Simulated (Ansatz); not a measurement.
Gas-phase electronic energies from Ansatz, PBE0-D4/def2-TZVP geometries. CCSD(T)/CBS adds triple-zeta CCSD(T) − MP2 to the extrapolated MP2 energy (def2 sets, frozen cores). DFT in def2-TZVPP. B3LYP here is the variant with VWN-RPA as its local correlation; programs differ in this. One conformer a species, not always the lowest.

`C[Si](C)(O)[SiH3]` → `CC[SiH2]O[SiH3]`  (isomerisation)

| level | ΔE (kcal/mol) | difference from CCSD(T)/CBS |
| --- | --- | --- |
| PBE-D4 | -5.3 | 7.1 |
| r2SCAN-D4 | -9.3 | 3.1 |
| PBE0-D4 | -7.8 | 4.6 |
| B3LYP-D4 | -12.3 | 0.1 |
| ωB97X-V | -12.1 | 0.3 |
| ωB97M-V | -12.2 | 0.2 |
| MP2/def2-TZVPP | -13.8 | -1.4 |
| CCSD(T)/def2-TZVPP | -12.6 | -0.2 |
| SCS-MP2/def2-QZVPP | -16.1 | -3.7 |
| MP2/CBS(def2) | -13.6 | -1.2 |
| CCSD(T)/CBS | -12.4 | 0 |

Largest T1 diagnostic among the species: 0.011.

From PBE to PBE0 (25 % exact exchange), in def2-TZVPP and without D4, ΔE moves by −2.4 kcal/mol. In def2-TZVPP, CCSD(T) changes the Hartree–Fock value by +8.4 kcal/mol (the triples alone add +1.2 kcal/mol) and MP2 by +7.2 kcal/mol.
